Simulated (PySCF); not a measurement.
# Spinor energies of Cl(2+) (chlorine, charge +2)

Start: [Ne] 3s2 3p3; 3p1/2 filled at m_j = -1/2, +1/2; 3p3/2 filled at m_j = +3/2. Calculated with PySCF 2.14 in x2c-TZVPPall-2c (5s6p3d1f, 45 functions): generalised Hartree-Fock with the X2C-1e Hamiltonian and a Gaussian nucleus; one run each with spin-orbit coupling (SO) switched off, then screened by Boettger's factors.

```tsv
spinor shell	electrons	ε, spin-free (eV)	ε, screened SO (eV)	weight of nominal j (screened SO)	rms radius, screened SO (bohr)
1s1/2	2	-2892.4	-2892.4	1.000	0.105
2s1/2	2	-317.97	-317.97	1.000	0.478
2p1/2	2	-247.11	-248.78	0.820	0.449
3s1/2	2	-52.237	-52.236	1.000	1.56
3p1/2	2	-39.679	-39.710	0.515	1.72
3p3/2	1	-39.679	-39.617	1.000	1.72
```

(1) Where does 2p3/2 lie, and what is the 2p spin-orbit splitting (screened SO)?

```tsv
quantity	spin-free	screened SO
E (hartree)	-459.62605	-459.62714
M_J	3/2	3/2
⟨J²⟩	3.751	3.751
⟨L²⟩	0.000	0.001
⟨S²⟩	3.751	3.749
```

Each row is a mean over spinors that exchange with the open shell spreads, by up to 10.959 eV (3s1/2).

Rows whose weight is well below 1 are mixtures of j = l ± 1/2: exchange outweighs spin-orbit coupling there, and the label is only the starting occupation.

Without spin-orbit coupling the j labels of p, d and f shells carry no meaning; the spin-free column gives the mean over the occupied spinors of each nl shell.

Answers

(1) At -246.28 eV, 2.505 eV above 2p1/2.
